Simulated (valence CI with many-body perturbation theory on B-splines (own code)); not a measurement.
# Ladder of approximations for Ag¹³⁺

Computed by relativistic CI+MBPT: six valence electrons over a frozen Dirac-Fock core [Ar] 3d10, a basis of 9 s, 9 p, 8 d, 6 f, 3 g, 1 h functions for each j, with the one-electron correlation potential Σ1, the two-electron term Σ2, the three-electron term Σ3, Breit, model QED; selected CI, second order for the rest, scaled by the run's own slope (own B-spline code, finite nucleus).

No measured levels were compared; by estimate levels hold to about 250 cm⁻¹ or 0.2 % of their energy and the worst to 1 %, as in measured heavy ions of charge 2 to 7; those with d or f electrons hold less well. Among the levels kept, up to 1300 cm⁻¹ of a level comes from second order outside the variational space, and about a tenth of that is noise between levels of different J, which matters for small intervals.

Each rung adds one term. CI alone is the Dirac-Coulomb CI over the frozen core; QED comes last and gives the full result, which names the levels. Energies are above 4s2 4p4 3P_2 on the same rung, in eV.

Names give the largest LS component (configuration and term), which can be under half, so a name can repeat, a term be missing and a line seem to break the LS rules; names also repeat where a configuration has a term twice. Letters in brackets count levels of one name in rising energy.

| Level | CI alone | + Σ1 | + Σ2 | + Σ3 | + Breit | Full |
| --- | --- | --- | --- | --- | --- | --- |
| 4s2 4p4 3P_0 | 3.340 | 3.355 | 3.316 | 3.303 | 3.295 | 3.296 |
| 4s2 4p4 3P_1 | 5.914 | 5.985 | 6.035 | 6.039 | 5.949 | 5.961 |
| 4s2 4p4 1D_2 | 8.286 | 8.359 | 8.361 | 8.352 | 8.258 | 8.270 |
| 4s2 4p4 1S_0 | 16.439 | 16.580 | 16.581 | 16.559 | 16.388 | 16.410 |
| 4s 4p5 3P°_2 | 42.503 | 42.629 | 42.730 | 42.763 | 42.737 | 42.623 |
| 4s 4p5 3P°_1 | 45.607 | 45.755 | 45.830 | 45.862 | 45.809 | 45.701 |
| 4s 4p5 3P°_0 | 48.875 | 49.070 | 49.232 | 49.267 | 49.155 | 49.056 |
| 4s 4p5 1P°_1 | 54.734 | 54.917 | 54.775 | 54.795 | 54.683 | 54.595 |
| 4s2 4p3 4d 5D°_2 [a] | 58.355 | 58.464 | 58.543 | 58.588 | 58.482 | 58.471 |
| 4s2 4p3 4d 5D°_3 | 58.523 | 58.639 | 58.727 | 58.776 | 58.649 | 58.639 |
| 4s2 4p3 4d 5D°_0 | 58.519 | 58.635 | 58.709 | 58.758 | 58.653 | 58.644 |
| 4s2 4p3 4d 5D°_1 | 58.892 | 59.018 | 59.092 | 59.144 | 59.020 | 59.011 |
| 4s2 4p3 4d 5D°_4 | 59.415 | 59.547 | 59.630 | 59.682 | 59.524 | 59.519 |
| 4s2 4p3 4d 5D°_2 [b] | 60.756 | 60.889 | 60.945 | 60.988 | 60.843 | 60.836 |
| 4s2 4p3 4d 3D°_3 [a] | 63.358 | 63.515 | 63.592 | 63.632 | 63.453 | 63.451 |
| 4s2 4p3 4d 3D°_1 [a] | 63.724 | 63.885 | 63.970 | 64.013 | 63.836 | 63.834 |
| 4s2 4p3 4d 3F°_2 [a] | 63.972 | 64.131 | 64.211 | 64.253 | 64.082 | 64.080 |
| 4s2 4p3 4d 1S°_0 | 64.139 | 64.297 | 64.364 | 64.411 | 64.243 | 64.241 |
| 4s2 4p3 4d 3F°_3 [a] | 64.805 | 64.971 | 65.049 | 65.090 | 64.901 | 64.901 |
| 4s2 4p3 4d 3G°_3 | 65.522 | 65.679 | 65.704 | 65.729 | 65.559 | 65.555 |
| 4s2 4p3 4d 3G°_4 | 65.892 | 66.066 | 66.133 | 66.165 | 65.961 | 65.962 |
| 4s2 4p3 4d 3F°_4 [a] | 66.919 | 67.095 | 67.129 | 67.159 | 66.953 | 66.954 |
| 4s2 4p3 4d 3D°_1 [b] | 68.023 | 68.164 | 68.049 | 68.037 | 67.912 | 67.901 |
| 4s2 4p3 4d 1G°_4 | 68.008 | 68.185 | 68.235 | 68.252 | 68.053 | 68.053 |
| 4s2 4p3 4d 3G°_5 | 68.289 | 68.478 | 68.517 | 68.539 | 68.315 | 68.319 |
| 4s2 4p3 4d 1D°_2 | 69.532 | 69.706 | 69.696 | 69.704 | 69.524 | 69.522 |
| 4s2 4p3 4d 3P°_1 [a] | 70.649 | 70.831 | 70.673 | 70.677 | 70.493 | 70.488 |
| 4s2 4p3 4d 3P°_0 | 70.776 | 70.965 | 70.928 | 70.939 | 70.742 | 70.743 |
| 4s2 4p3 4d 3D°_2 | 71.893 | 72.086 | 72.068 | 72.065 | 71.856 | 71.858 |
| 4s2 4p3 4d 3F°_3 [b] | 72.771 | 72.976 | 72.949 | 72.954 | 72.725 | 72.728 |
| 4s2 4p3 4d 3F°_2 [b] | 72.859 | 73.060 | 72.937 | 72.939 | 72.729 | 72.729 |

Q: How does the ionisation energy move along the ladder, and which term matters most?

A: CI alone 321.28, + Σ1 322.31, + Σ2 322.37, + Σ3 322.16, + Breit 322.02, + QED 322.03 eV. The largest step is Σ1, 1.03 eV. NIST lists 321 ± 3 eV (theoretical).
